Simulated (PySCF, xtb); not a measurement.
C₃H₃, SMILES C#C[CH2] (connectivity only; charge and spin as stated), charge +1, multiplicity 1.

GFN2-xTB (xtb 6.7.1) at its own geometry gives an orbital gap of 1.55 eV.

The structure is a stationary point at PBE0-D3(BJ)/def2-TZVP. The spin state was assumed, not searched. The isomer is the one that the SMILES or the coordinates give; other isomers of the formula were not compared.

Problem. What does B3LYP/def2-TZVPD run with PySCF give? (The exact figures need the calculation; the answer reports its results.)

Solution. gap 3.94 eV (levels -15.20 and -11.26 eV).
